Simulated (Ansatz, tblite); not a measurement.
Removing an electron: W₃⁻. Total charge -1; doublet. Geometry: PBE0-D4/def2-TZVPD. Ansatz, gas phase; energy differences of separate SCF runs; the oxidised species is a triplet (the singlet lies 0.35 eV higher at PBE0-D4/def2-TZVPD).

```xyz
3

W    -0.652   -0.858    0.771
W     1.271   -0.141   -0.158
W    -0.618    0.999   -0.613
```

In the def2 sets W takes a core potential; there is no spin–orbit coupling. The xTB rows come from tblite. The structure comes from a short search, and lower isomers may exist.

Question: Estimate orbital energies and vertical ionisation energies at: GFN1-xTB; PBE-D4/def2-TZVPD; r2SCAN-D4/def2-TZVPD; PBE0-D4/def2-TZVPD.

Answer: 
```tsv
level	−HOMO (eV)	vertical IE (eV)	−LUMO (eV)	HOMO–LUMO gap (eV)	remarks
GFN1-xTB	–	6.39	–	–	–
PBE-D4/def2-TZVPD	-0.42	1.45	-0.65	0.23	HOMO above zero (-1 doublet)
r2SCAN-D4/def2-TZVPD	-0.23	1.40	-0.96	0.73	HOMO above zero (-1 doublet), spin-contaminated (⟨S²⟩ 0.99) (-1 doublet)
PBE0-D4/def2-TZVPD	0.20	1.40	-1.32	1.53	spin-contaminated (⟨S²⟩ 0.92) (-1 doublet)
```

Run but left out: GFN2-xTB (tight binding far off the other levels).  A HOMO above zero means that the electron is unbound at that level or that self-interaction error raises the level; the energy of removing that electron tells which. HOMO and LUMO are the levels of the spin that leaves or enters (xTB has no such levels and no spin-polarisation term). Other spin states of the ions may lie lower, which would lower the ionisation energy or raise the affinity. Raw xTB energy differences between charge states are shifted by several eV; the methods need an empirical correction for them.
